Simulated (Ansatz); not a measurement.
`N[Si]1([SiH3])CC1` + `BCC(C)F` → `C[Si]1([SiH3])CC1` + `BCC(N)F`  (redistribution)

Gas-phase electronic energies from Ansatz, PBE0-D4/def2-TZVP geometries. CCSD(T)/CBS adds triple-zeta CCSD(T) − MP2 to the extrapolated MP2 energy (def2 sets, frozen cores). One conformer a species, not always the lowest.

`N[Si]1([SiH3])CC1`:

Cartesian coordinates in Å:
```
N -1.010 0.854 -1.576
Si -0.155 0.163 -0.261
Si -0.210 1.388 1.705
C -0.073 -1.678 -0.166
C 1.274 -0.994 -0.502
H -0.689 1.690 -2.035
H -1.559 0.277 -2.190
H 0.357 2.751 1.506
H 0.613 0.682 2.725
H -1.596 1.541 2.226
H -0.518 -2.263 -0.965
H -0.136 -2.181 0.793
H 1.646 -1.160 -1.509
H 2.054 -1.071 0.249
```

`BCC(C)F`:

Z-matrix (Å, degrees):
```
C
C 1 1.509
B 1 1.550 2 117.4
H 1 1.097 2 110.7 3 130.8
H 1 1.106 2 108.9 3 -115.4
F 2 1.397 1 109.1 3 168.7
C 2 1.508 1 113.3 3 -70.8
H 2 1.096 1 109.8 3 52.9
H 3 1.196 1 119.9 2 167.6
H 3 1.199 1 121.4 2 -15.7
H 7 1.093 2 110.2 1 62.9
H 7 1.093 2 110.4 1 -57.0
H 7 1.091 2 110.6 1 -177.3
```

`C[Si]1([SiH3])CC1`:

Cartesian coordinates in Å:
```
C -0.882 0.984 -1.566
Si -0.078 0.110 -0.123
Si 0.349 1.305 1.817
C 1.035 -1.335 -0.474
C -0.352 -1.718 0.067
H -0.270 1.820 -1.912
H -1.008 0.285 -2.395
H -1.866 1.374 -1.293
H 1.270 2.450 1.572
H -0.900 1.850 2.419
H 0.987 0.386 2.799
H 1.881 -1.539 0.175
H 1.235 -1.594 -1.510
H -0.380 -2.162 1.056
H -1.019 -2.216 -0.632
```

`BCC(N)F`:

Z-matrix (Å, degrees):
```
C
C 1 1.508
B 1 1.553 2 116.4
H 1 1.104 2 108.6 3 -117.1
H 1 1.097 2 110.0 3 129.0
F 2 1.419 1 106.6 3 -60.9
N 2 1.408 1 112.9 3 176.1
H 2 1.094 1 111.4 3 52.7
H 3 1.197 1 120.0 2 163.9
H 3 1.197 1 121.0 2 -20.1
H 7 1.012 2 111.9 1 55.0
H 7 1.011 2 112.2 1 178.2
```

```csv
species,HF/def2-QZVPP energy (Eh)
`N[Si]1([SiH3])CC1`,-713.37429
`BCC(C)F`,-242.47686
`C[Si]1([SiH3])CC1`,-697.34477
`BCC(N)F`,-258.48760
```

Problem. Work out ΔE.

Solution. ΔE = (-697.34477) + (-258.48760) − (-713.37429) − (-242.47686) = 0.01878 Eh = +49.3 kJ/mol. CCSD(T)/CBS gives +43.0 kJ/mol.

Largest T1 diagnostic among the species: 0.012.

In def2-TZVPP, CCSD(T) changes the Hartree–Fock value by −8.1 kJ/mol (the triples alone add −2.2 kJ/mol) and MP2 by −6.3 kJ/mol. From PBE to PBE0 (25 % exact exchange), in def2-TZVPP and without D4, ΔE moves by +3.7 kJ/mol.
